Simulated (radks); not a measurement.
Effect of the nuclear size on neutral europium, [Xe] 4f7 6s2. All-electron calculation, Dirac Kohn-Sham, PBE, spin-unpolarised, spherical densities, finite nucleus; open shells are shared between the two j in proportion to 2j + 1; Fermi nuclear charge, rms radius 5.1115 fm. Program: a radial shooting solver on a logarithmic mesh with Libxc functionals. The rms radius is varied about that value; shifts are against it.

| rms radius (fm) | total energy shift (eV) | density at nucleus (e/bohr^3) | 1s1/2 shift (meV) | 2s1/2 shift (meV) | 5s1/2 shift (meV) | 5p1/2 shift (meV) | 6s1/2 shift (meV) | 4f7/2 shift (meV) | 6p1/2 (empty) shift (meV) |
|---|---|---|---|---|---|---|---|---|---|
| 4.4828 | -4.34 | 5.982e+05 | -1790 | -229 | -1.67 | 0.223 | -0.067 | 0.348 | 0.071 |
| 4.6157 | -3.46 | 5.939e+05 | -1430 | -182 | -1.33 | 0.177 | -0.053 | 0.278 | 0.056 |
| 5.1115 | 0 | 5.792e+05 | 0.000 | 0.000 | 0.000 | 0.000 | 0.000 | 0.000 | 0.000 |
| 5.3569 | 1.81 | 5.725e+05 | 747 | 95.4 | 0.698 | -0.093 | 0.028 | -0.145 | -0.029 |
| 5.9345 | 6.32 | 5.583e+05 | 2610 | 333 | 2.44 | -0.324 | 0.097 | -0.507 | -0.103 |

Slopes of the eigenvalues against <r^2> in GHz/fm^2, as finite differences over the two radii next to the reference (eigenvalue slopes, not the field-shift constants of lines): 1s1/2 71100, 2s1/2 9090, 5s1/2 66.5, 5p1/2 -8.84, 6s1/2 2.65, 4f7/2 -13.8, 6p1/2 (empty) -2.80.
